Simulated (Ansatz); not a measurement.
Consider the isomerisation: `FBN[CH2][SnH3]` → `[CH3][SnH2][B](N)F`.

Gas-phase electronic energies from Ansatz, PBE0-D4/def2-TZVP geometries. CCSD(T)/CBS is the MP2 limit (def2-TZVPP, def2-QZVPP) plus CCSD(T) − MP2 in def2-TZVPP, frozen cores. DFT in def2-TZVPP. Elements past krypton have def2 core potentials. For Sn outer-core shells are correlated without core-valence functions, which leaves a few kJ/mol of doubt a bond. Each species was taken in one conformer, which may not be the lowest.

| level | ΔE (kJ/mol) |
| --- | --- |
| r2SCAN-D4 | -76.1 |
| B2PLYP | -74.1 |
| HF/def2-TZVPP | -66.8 |
| MP2/def2-TZVPP | -78.4 |
| CCSD/def2-TZVPP | -74.0 |
| HF/def2-QZVPP | -66.4 |
| MP2/def2-QZVPP | -81.0 |
| SCS-MP2/def2-QZVPP | -75.8 |

Task: What does CCSD(T)/CBS give? (Best estimate.)

Result: Ansatz gave: -79.3 kJ/mol. The listed levels differ from it by 3.2, 5.2, 12.5, 0.9, 5.3, 12.9, -1.7, 3.5 kJ/mol.

Largest T1 diagnostic among the species: 0.013.

In def2-TZVPP, CCSD(T) changes the Hartree–Fock value by −7.7 kJ/mol (the triples alone add −0.6 kJ/mol) and MP2 by −11.6 kJ/mol.
